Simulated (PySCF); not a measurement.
SMILES [SiH3]O[SiH2]O[SiH2]Cl (B3LYP/def2-SVP optimised geometry):

```
13

Si     2.153    -1.505    -0.706
O      0.654    -1.628     0.000
Si    -0.994    -1.628     0.000
O     -1.577    -0.072     0.000
Si    -1.724     1.412     0.698
Cl    -1.348     1.286     2.739
H      3.112    -2.349     0.056
H      2.610    -0.086    -0.679
H      2.097    -1.973    -2.122
H     -1.502    -2.271    -1.238
H     -1.456    -2.327     1.223
H     -3.112     1.895     0.514
H     -0.733     2.349     0.112
```

Method: B3LYP/def2-TZVP (PySCF).

Problem. What are the frontier orbital energies and the dipole moment?

Solution. HOMO-2 -8.91 eV, HOMO-1 -8.62 eV, HOMO -8.55 eV, LUMO -0.26 eV, LUMO+1 0.04 eV; dipole moment 1.29 D.

Meta-Löwdin charges at B3LYP/def2-TZVP: Si1 0.78, O2 -0.84, Si3 1.11, O4 -0.83, Si5 0.94, Cl6 -0.31, H7 -0.11, H8 -0.12, H9 -0.12, H10 -0.13, H11 -0.13, H12 -0.11, H13 -0.12.
